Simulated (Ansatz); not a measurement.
SiTe₂: single points at one geometry.

```yaml
crystal:
  periodic: [false, false, false]
  atoms:
    - {symbol: Si, position_ang: [0.562260, -0.153430, -0.251814]}
    - {symbol: Te, position_ang: [0.546132, 1.973634, 0.817240]}
    - {symbol: Te, position_ang: [-1.108392, -1.820204, -0.565426]}
basis:
  gaussian: {orbitals: def2-TZVPD, initial_orbitals: start.molden}
hamiltonian: {xc: pbe, dispersion: d4}
scf: {omitted_lower_state_checks: [starts]}
output: {orbitals: {seedname: orbitals}}
```

The file start.molden holds the orbitals of an earlier run on this structure, at another level or in another basis.

```sh
$ ansatz run in.yaml --threads 4 --pin off --events-out ev --progress --plain --max-ram 3916MiB
```

Shortened log:

```
Functional definition: PBE
1173 factors; their error is unknown
mean field evaluation 1: about -22460.9542 eV, gradient 8.2e0 eV
mean field evaluation 2: about -22461.0363 eV, gradient 1.2e-1 eV
mean field evaluation 4: about -22461.0311 eV, gradient 2.9e-4 eV
mean field evaluation 8: about -22461.0311 eV, gradient 1.5e-5 eV
mean field -22461.03109623 eV, -825.4276681527 hartree, gradient 1.5e-5 eV, S^2 0.000000; 0 other end points of the search recorded, 0 dependent functions left out
reference -22461.03113788 eV, -825.4276696834 hartree; 31, 31 occupied and 130, 130 virtual orbitals, 1173 factors
Total energy: -22461.17539187 eV, -825.4329709198 hartree
Checks for a lower state left out: starts
```

Hardware: 4 threads of Arm Neoverse V2 on a shared host. Wall time 1.6 s.

First input, but with `hamiltonian: {xc: r2scan, dispersion: d4}` (abridged; 3.1 s):

```
Functional definition: r2SCAN
mean field -22470.14051613 eV, -825.7624331594 hartree, gradient 1.5e-5 eV, S^2 0.000000
Total energy: -22470.16780412 eV, -825.7634359748 hartree
Checks for a lower state left out: starts
```

The first input with `hamiltonian: {xc: pbe0, dispersion: d4}` (abridged; 2.3 s):

```
Functional definition: PBE0
mean field -22462.32544644 eV, -825.4752346458 hartree, gradient 1.3e-5 eV, S^2 0.000000
Total energy: -22462.45072682 eV, -825.4798386148 hartree
Checks for a lower state left out: starts
```

Geometry: r2SCAN-D4/def2-TZVPD, that of the charge -1 doublet.

In the def2 sets Te takes a core potential; there is no spin–orbit coupling. The structure comes from a short search, and lower isomers may exist.
